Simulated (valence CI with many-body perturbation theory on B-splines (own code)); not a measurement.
# V18+: calculated level list

Method: configuration interaction combined with many-body perturbation theory (CI+MBPT): three valence electrons over a frozen Dirac-Fock core [He], a basis of 11 s, 11 p, 10 d, 8 f, 5 g, 2 h functions for each j, with the one-electron correlation potential Σ1, the two-electron term Σ2, the three-electron term Σ3, Breit, model QED; selected CI, second order for the rest, scaled by the run's own slope (own B-spline code, finite nucleus).

No measured spectrum was set against this ion. As an estimate, levels of excited configurations hold to 0.05 to 0.15 % of their energy, terms of the ground configuration to about 0.5 %.

Levels 91 to 135 of 204, with energies above the lowest level, 2s2.2p 2P°_1/2. "Leading %" is the weight of the configuration and term that name the level; weights of strongly mixed levels are sums over their largest components and can fall short. In the jj column 3d3/2^4 stands for four electrons in 3d with j = 3/2. Lifetimes count E1, E2, E3, M1 and M2 decay at the calculated energies, and are blank where another channel may lead or the interval is too uncertain; long ones can be off by a factor of two.

| No. | Configuration | Term | J | E (eV) | Leading % | Second component | Leading jj | Lifetime |
| --- | --- | --- | --- | --- | --- | --- | --- | --- |
| 91 | 2p2.3d | 4F | 7/2 | 902.4 | 83 | 14 % 2p2.3d 4D | 2p1/2 2p3/2 3d5/2 (82 %) | 6.51 ps |
| 92 | 2p2.3d | 2P | 3/2 | 903.3 | 51 | 30 % 2p2.3d 4D | 2p1/2 2p3/2 3d3/2 (82 %) | 358 fs |
| 93 | 2p2.3p | 2F° | 5/2 | 903.4 | 70 | 23 % 2p2.3p 2D° | 2p3/2^2 3p3/2 (45 %) | 573 fs |
| 94 | 2p2.3d | 2F | 5/2 | 904.0 | 50 | 23 % 2p2.3d 4D | 2p1/2 2p3/2 3d3/2 (68 %) | 599 fs |
| 95 | 2p2.3d | 4D | 1/2 | 904.1 | 83 | 14 % 2p2.3d 2P | 2p1/2 2p3/2 3d3/2 (98 %) | 1.06 ps |
| 96 | 2p2.3p | 2F° | 7/2 | 904.8 | 86 | 10 % 2p2.3p 4D° | 2p3/2^2 3p3/2 (63 %) | 594 fs |
| 97 | 2p2.3d | 4F | 9/2 | 905.4 | 90 | 10 % 2p2.3d 2G | 2p1/2 2p3/2 3d5/2 (64 %) | 72.8 ps |
| 98 | 2p2.3d | 4D | 7/2 | 906.1 | 48 | 38 % 2p2.3d 2F | 2p1/2 2p3/2 3d3/2 (43 %) | 36.9 ps |
| 99 | 2p2.3d | 4D | 3/2 | 906.5 | 50 | 35 % 2p2.3d 2P | 2p1/2 2p3/2 3d5/2 (74 %) | 322 fs |
| 100 | 2p2.3d | 2F | 5/2 | 906.8 | 46 | 31 % 2p2.3d 4D | 2p1/2 2p3/2 3d5/2 (86 %) | 251 fs |
| 101 | 2p2.3p | 2D° | 3/2 | 908.0 | 74 | 18 % 2p2.3p 2P° | 2p3/2^2 3p1/2 (47 %) | 270 fs |
| 102 | 2p2.3p | 2D° | 5/2 | 908.9 | 91 | 4 % 2p2.3p 2F° | 2p3/2^2 3p1/2 (52 %) | 251 fs |
| 103 | 2p2.3s | 2S | 1/2 | 910.3 | 47 | 31 % 2p2.3d 2P | 2p3/2^2 3s (42 %) | 227 fs |
| 104 | 2p2.3d | 4P | 5/2 | 910.8 | 65 | 23 % 2p2.3d 4D | 2p1/2 2p3/2 3d5/2 (41 %) | 82.5 fs |
| 105 | 2p2.3p | 2P° | 1/2 | 911.2 | 96 |  | 2p1/2 2p3/2 3p3/2 (74 %) | 381 fs |
| 106 | 2p2.3d | 2P | 1/2 | 911.4 | 52 | 35 % 2p2.3s 2S | 2p3/2^2 3d5/2 (42 %) | 290 fs |
| 107 | 2p2.3d | 4P | 3/2 | 912.1 | 83 | 8 % 2p2.3d 4D | 2p1/2 2p3/2 3d3/2 (52 %) | 68.5 fs |
| 108 | 2p2.3d | 2F | 7/2 | 912.4 | 50 | 33 % 2p2.3d 4D | 2p3/2^2 3d5/2 (63 %) | 439 fs |
| 109 | 2p2.3d | 4P | 1/2 | 912.8 | 88 |  | 2p1/2 2p3/2 3d3/2 (54 %) | 66.0 fs |
| 110 | 2p2.3p | 2P° | 3/2 | 916.3 | 78 | 16 % 2p2.3p 2D° | 2p3/2^2 3p3/2 (82 %) | 344 fs |
| 111 | 2p2.3d | 2D | 5/2 | 918.0 | 80 | 18 % 2p2.3d 2F | 2p1/2 2p3/2 3d5/2 (44 %) | 71.3 fs |
| 112 | 2p2.3d | 2D | 3/2 | 918.4 | 89 | 6 % 2p2.3d 2P | 2p1/2 2p3/2 3d5/2 (71 %) | 110 fs |
| 113 | 2p2.3d | 2G | 7/2 | 918.5 | 71 | 24 % 2p2.3d 2F | 2p3/2^2 3d5/2 (33 %) | 798 fs |
| 114 | 2p2.3d | 2G | 9/2 | 919.8 | 90 | 10 % 2p2.3d 4F | 2p3/2^2 3d5/2 (64 %) | 135 ps |
| 115 | 2p2.3d | 2D | 3/2 | 923.0 | 89 |  | 2p3/2^2 3d3/2 (55 %) | 86.2 fs |
| 116 | 2p2.3d | 2D | 5/2 | 923.6 | 56 | 34 % 2p2.3d 2F | 2p3/2^2 3d3/2 (44 %) | 65.9 fs |
| 117 | 2p2.3d | 2F | 7/2 | 925.3 | 85 | 11 % 2p2.3d 2G | 2p3/2^2 3d3/2 (60 %) | 50.5 fs |
| 118 | 2p2.3d | 2P | 1/2 | 926.7 | 93 |  | 2p1/2 2p3/2 3d5/2 (40 %) | 98.5 fs |
| 119 | 2p2.3d | 2D | 5/2 | 928.4 | 53 | 45 % 2p2.3d 2F | 2p3/2^2 3d5/2 (71 %) | 64.6 fs |
| 120 | 2p2.3d | 2P | 3/2 | 929.6 | 88 | 5 % 2p2.3d 2D | 2p3/2^2 3d5/2 (65 %) | 83.5 fs |
| 121 | 2p2.3p | 2P° | 1/2 | 929.8 | 92 | 4 % 2s2.3p 2P° | 2p3/2^2 3p1/2 (79 %) | 348 fs |
| 122 | 2p2.3d | 2S | 1/2 | 930.2 | 86 | 5 % 2p2.3d 4P | 2p3/2^2 3d5/2 (28 %) | 137 fs |
| 123 | 2p2.3p | 2P° | 3/2 | 931.0 | 90 | 4 % 2s2.3p 2P° | 2p3/2^2 3p3/2 (76 %) | 398 fs |
| 124 | 2p2.3d | 2D | 5/2 | 946.7 | 91 |  | 2p3/2^2 3d5/2 (76 %) | 130 fs |
| 125 | 2p2.3d | 2D | 3/2 | 947.4 | 93 |  | 2p3/2^2 3d3/2 (80 %) | 98.9 fs |
| 126 | 2s2.4s | 2S | 1/2 | 1027.5 | 95 | 4 % 2p2.4s 2S | 2s^2 4s (95 %) | 1.07 ps |
| 127 | 2s2.4p | 2P° | 1/2 | 1035.3 | 95 | 4 % 2p2.4p 2P° | 2s^2 4p1/2 (95 %) | 1.92 ps |
| 128 | 2s2.4p | 2P° | 3/2 | 1036.3 | 95 | 4 % 2p2.4p 2P° | 2s^2 4p3/2 (95 %) | 1.98 ps |
| 129 | 2s2.4d | 2D | 3/2 | 1042.7 | 95 | 4 % 2p2.4d 2D | 2s^2 4d3/2 (95 %) | 225 fs |
| 130 | 2s2.4d | 2D | 5/2 | 1043.0 | 95 | 4 % 2p2.4d 2D | 2s^2 4d5/2 (95 %) | 227 fs |
| 131 | 2s2.4f | 2F° | 5/2 | 1046.7 | 95 | 5 % 2p2.4f 2F° | 2s^2 4f5/2 (95 %) | 525 fs |
| 132 | 2s2.4f | 2F° | 7/2 | 1046.9 | 95 | 5 % 2p2.4f 2F° | 2s^2 4f7/2 (95 %) | 526 fs |
| 133 | 2s.2p.4s | 4P° | 1/2 | 1065.4 | 91 | 8 % 2s.2p.4s 2P° | 2s 2p1/2 4s (97 %) | 1.11 ps |
| 134 | 2s.2p.4s | 4P° | 3/2 | 1067.7 | 89 | 9 % 2s.2p.4s 2P° | 2s 2p1/2 4s (76 %) | 1.06 ps |
| 135 | 2s.2p.4s | 2P° | 1/2 | 1069.8 | 92 | 8 % 2s.2p.4s 4P° | 2s 2p1/2 4s (78 %) | 1.04 ps |

Names give the largest LS component (configuration and term), which can be under half, so a name can repeat, a term be missing and a line seem to break the LS rules; names also repeat where a configuration has a term twice.
